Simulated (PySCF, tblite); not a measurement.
Isomers of C3H6FSi (doublet state). Method: GFN2-xTB as coded in tblite; computed harmonic values from a numerical Hessian at the method's own geometry, unscaled. The method is semi-empirical: single wavenumbers can be off by several per cent or more. Modes of hydrogen on silicon can be 10 to 20 % off. One conformer each. Open shells enter through the occupations alone, without spin polarisation, and single modes of such species can be off by tens of per cent.

Electronic energies: B3LYP/pcH-1 single points on the GFN2-xTB geometries (PySCF, gas phase).

```tsv
SMILES	electronic energy, lowest = 0 (kcal/mol)
C=CC[SiH]F	0.0
[H]/[C]=C\C[SiH2]F	20.8
C=[C]C[SiH2]F	15.7
```

How do GFN2-xTB zero-point energies change the relative energies?

| SMILES | ZPE (kcal/mol) | of it from modes above 1550 cm⁻¹ | electronic (kcal/mol) | with ZPE, lowest = 0 (kcal/mol) | lowest mode (cm⁻¹) | rings |
| --- | --- | --- | --- | --- | --- | --- |
| C=CC[SiH]F | 49.6 | 27.6 | 0.0 | 0.0 | 46 | 0 |
| C=[C]C[SiH2]F | 46.0 | 26.1 | 15.7 | 12.1 | 47 | 0 |
| [H]/[C]=C\C[SiH2]F | 46.4 | 26.5 | 20.8 | 17.6 | 49 | 0 |

The zero-point energies span 3.6 kcal/mol, from `C=[C]C[SiH2]F` to `C=CC[SiH]F`. The order is unchanged.

And how do the electronic energies of GFN2-xTB itself compare?

`C=CC[SiH]F` 0.0; `C=[C]C[SiH2]F` 13.4; `[H]/[C]=C\C[SiH2]F` 20.0 kcal/mol, lowest = 0. Against the energies above, taken from the same isomer `C=CC[SiH]F`, the largest difference is 2.3 kcal/mol.

What do entropy and thermal enthalpy add at 298.15 K and 1 bar (rigid rotor, harmonic oscillator, one conformer each)?

```tsv
SMILES	point group	symmetry number	S (cal/(mol K))	H − H(0) (kcal/mol)	ZPE + H − H(0) − TS (kcal/mol)
C=CC[SiH]F	C1	1	83.9	4.89	29.5
C=[C]C[SiH2]F	Cs	1	85.7	5.23	25.7
[H]/[C]=C\C[SiH2]F	C1	1	85.1	5.12	26.1
```

S holds R ln(2S + 1) for the spin.
